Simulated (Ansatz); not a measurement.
`[NH3+][Ga-]([Cl])([Cl])[Cl]`, relaxed with RKS PBE0-D4/def2-TZVP in the Gaussian-basis code of Ansatz from a PBE-D4/def2-SVP geometry. The force threshold is 0.005 eV/Å; the program also tests the step.

Charge 0, multiplicity 1.

Start:

```xyz
8

N     0.545    0.775   -0.454
Ga   -0.542   -0.771    0.451
Cl   -2.473    0.209    0.666
Cl   -0.369   -2.299   -1.089
Cl    0.637   -1.047    2.260
H     0.755    1.520    0.227
H     1.437    0.422   -0.830
H     0.009    1.190   -1.231
```

Q: By how much does the energy fall, and how many steps does the optimiser take? (Estimate.)

A: Computed: 0.03 eV, in 5 steps, 1 of them rejected.

Q: Which bonds change most? (Best estimate.)

A: Ansatz gave: N1–Ga2 from 2.095 to 2.067 Å; Ga2–Cl5 from 2.177 to 2.155 Å; Ga2–Cl3 from 2.176 to 2.155 Å; Ga2–Cl4 from 2.176 to 2.155 Å.

Q: Give the relaxed structure. (Estimate.)

A: Ansatz gave: 
```xyz
8

N     0.544    0.774   -0.453
Ga   -0.528   -0.752    0.440
Cl   -2.450    0.197    0.662
Cl   -0.370   -2.280   -1.071
Cl    0.623   -1.042    2.238
H     0.749    1.504    0.223
H     1.421    0.419   -0.822
H     0.011    1.180   -1.216
```
